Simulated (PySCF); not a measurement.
Several molecules and their computed UV-vis stick spectra, shuffled. Method: PySCF, TDDFT B3LYP/def2-SVPD, vertical, gas phase, core orbitals frozen in the response. Geometries: GFN2-xTB; one conformer of each isolated species. Triplets are in the Tamm–Dancoff approximation.

A. `N#Cc1snnc1C=O` (C4HN3OS)
B. `NC(F)(F)F` (CH2F3N)
C. `C=NC` (C2H5N)
D. `c1nnc(C(OC)=O)s1` (C4H4N2O2S)
E. `C(/c1ccn[nH]1)=C/F` (C5H5FN2)

Lowest singlet levels (six at most, fewer where fewer were computed) with oscillator strengths:

1. 396 nm (f 0.000); 372 nm (f 0.000); 273 nm (f 0.002); 265 nm (f 0.113); 261 nm (f 0.001); 245 nm (f 0.046); T1 2.75 eV
2. 330 nm (f 0.000); 271 nm (f 0.000); 230 nm (f 0.192); 223 nm (f 0.001); 222 nm (f 0.053); 217 nm (f 0.004); T1 3.40 eV
3. 255 nm (f 0.001); 184 nm (f 0.030); 167 nm (f 0.002); 156 nm (f 0.234); 151 nm (f 0.000); 147 nm (f 0.200); T1 4.05 eV
4. 236 nm (f 0.475); 222 nm (f 0.025); 216 nm (f 0.002); 212 nm (f 0.003); 186 nm (f 0.000); 183 nm (f 0.009); T1 3.27 eV
5. 162 nm (f 0.033); 139 nm (f 0.004); 132 nm (f 0.003); 124 nm (f 0.001); 119 nm (f 0.002); 118 nm (f 0.001); T1 7.28 eV

Question: Match each spectrum to its molecule.

Answer: 1 = A, 2 = D, 3 = C, 4 = E, 5 = B.
- A: S1 at 3.13 eV, HOMO→LUMO (90%); Löwdin shares by element: HOMO oxygen 44%, nitrogen 26% or more, carbon 10% or more (atoms not listed hold the other 20%); LUMO carbon 31% or more, sulfur 20%, nitrogen 11% or more (atoms not listed hold the other 39%); HOMO -8.25 and LUMO -3.89 eV; point group Cs, 2 of its 6 listed states under f = 0.0005.
- B: S1 at 7.65 eV, HOMO→LUMO (99%); Löwdin shares by element: HOMO nitrogen 68%, fluorine 10% or more, carbon 6%, hydrogen 6% or more; LUMO hydrogen 42%, carbon 22%, nitrogen 18% (atoms not listed hold the other 17%); HOMO -8.74 and LUMO 0.11 eV; point group Cs.
- C: S1 at 4.87 eV, HOMO→LUMO (100%); Löwdin shares by element: HOMO nitrogen 60%, carbon 24%, hydrogen 6% or more; LUMO carbon 38% or more, nitrogen 37%, hydrogen 16% or more; HOMO -7.00 and LUMO -0.53 eV; point group Cs, 1 of its 6 listed states under f = 0.0005.
- D: S1 at 3.76 eV, HOMO→LUMO (99%); Löwdin shares by element: HOMO nitrogen 75%, carbon 16% or more; LUMO carbon 31% or more, sulfur 19%, nitrogen 15% or more (atoms not listed hold the other 36%); HOMO -7.59 and LUMO -2.59 eV; point group Cs, 2 of its 6 listed states under f = 0.0005.
- E: S1 at 5.25 eV, HOMO→LUMO (97%); Löwdin shares by element: HOMO carbon 46% or more, nitrogen 20% or more (atoms not listed hold the other 33%); LUMO carbon 53% or more, nitrogen 11% or more (atoms not listed hold the other 36%); HOMO -6.48 and LUMO -1.22 eV; point group Cs, 1 of its 6 listed states under f = 0.0005.
